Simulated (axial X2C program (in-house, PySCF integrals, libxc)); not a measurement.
## Testing model relations on GaTe⁻

A bond curve at the CCSD(T) level, two-component, was computed with an in-house relativistic program for diatomic molecules (basis Te dyall-acv3z [12s13p9d5f1g], Ga dyall-acv3z [10s10p8d5f1g] (cores contracted in-house)) for the state Ω = 0 (closed shell). Its fit gives Re = 2.5095 Å, ωe = 246.5 cm⁻¹, ωexe = 0.514 cm⁻¹ and αe = 1.789e-04 cm⁻¹; the masses are 129.9062 and 68.9256 u. Two-component means X2C with spin–orbit coupling and atomic mean-field Coulomb and Gaunt terms.

Correlated methods: 10 electrons correlated (number of frozen shells: Te 4 s, 3 p, 2 d; Ga 3 s, 2 p, 1 d), 372 virtual spin orbitals or spinors in MP2, 90 natural virtuals in coupled cluster.

(1) Find the reduced mass, Be and the force constant.

(2) Give B0, the J = 1←0 line in GHz and the most populated J at 300 K (kT = 208.5 cm⁻¹).

(3) Estimate the centrifugal constant by the Kratzer relation.

(4) A Morse curve ties αe to the other constants (Pekeris). How well does that hold?

(5) Estimate De from a Morse curve and compare with the computed well depth of 3.150 eV to Te- + Ga.

One determinant describes the state; a PBE0 search over occupations chose it and may have missed a lower one. Dissociation energies refer to the lowest single-determinant-based atoms at the same level and basis. Coupled cluster ran in a truncated set of natural virtual spinors; the MP2 energy of the rest was added. (T) has no such correction and the atoms are truncated less, which lowers De at CCSD(T) by a hundredth of an eV or more. With the outer-core shells frozen, correlated bond lengths of heavy atoms tend to come out a few hundredths of an ångström too long.

## Answers

(1) From the CCSD(T) values: μ = 45.0323 u. Be = 16.8576/(μ Re²) = 0.05944 cm⁻¹. k = 5.8918×10⁻⁷ μ ωe² = 1.61 mdyn/Å.

(2) B0 = Be − αe/2 = 0.05935 cm⁻¹; 2B0 = 3.559 GHz; J(max) ≈ √(kT/2B0) − 1/2 = 41.4, so J = 41.

(3) D = 4Be³/ωe² = 1.38e-08 cm⁻¹.

(4) αe(Morse) = 6Be²/ωe × (√(ωexe/Be) − 1) = 1.669e-04 cm⁻¹; the CCSD(T) curve gives 1.789e-04 cm⁻¹, a ratio of 0.93.

(5) De(Morse) = ωe²/(4ωexe) = 3.664 eV against 3.150 eV computed, a ratio of 1.16. The extrapolation overshoots: the well softens faster than a Morse curve, or the lowest atomic limit lies below the one to which the curve heads.
